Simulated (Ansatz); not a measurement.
Frontier orbitals of C2H3FInN, SMILES `F[C]1([InH2])C=N1`.

Z-matrix (Å, degrees):
```
C
In 1 2.164
C 1 1.434 2 129.8
F 1 1.388 2 113.6 3 -159.9
N 1 1.507 2 121.1 3 62.2
H 2 1.722 1 115.1 3 -14.2
H 2 1.715 1 119.5 3 166.0
H 3 1.083 1 152.9 2 -85.6
```

The species carries charge 0 and has multiplicity 1. Correlated methods include outer-core shells of In, which these sets cover unevenly. In takes the def2 core potential. Geometry: relaxed with PBE0-D4/def2-TZVP. Basis def2-TZVPP, Ansatz 0.2.0.

```
             functional  HOMO (eV)  LUMO (eV)  gap (eV)
                    PBE      -6.33      -2.79      3.54
                   BLYP      -6.23      -2.77      3.46
                 r2SCAN      -6.57      -2.52      4.05
                   PBE0      -7.66      -2.03      5.63
                  B3LYP      -7.46      -2.33      5.13
                r2SCANh      -7.07      -2.25      4.82
                r2SCAN0      -7.82      -1.87      5.95
HSE06 (plane-wave form)      -7.26      -2.39      4.87
                LC-ωPBE     -10.35      -0.10     10.25
                ωB97M-V      -9.89      -0.53      9.36
                     HF     -10.63       0.38     11.01
```

Against PBE, PBE0 changes HOMO and LUMO by −1.33 and +0.76 eV, ωB97M-V by −3.56 and +2.26 eV. A gap of 3.54 eV thus becomes 9.36 eV for the same molecule, so an orbital gap means little without its functional.

B3LYP here is the variant with VWN-RPA as its local correlation; programs differ in this. LC-ωPBE has ω = 0.4 bohr⁻¹.
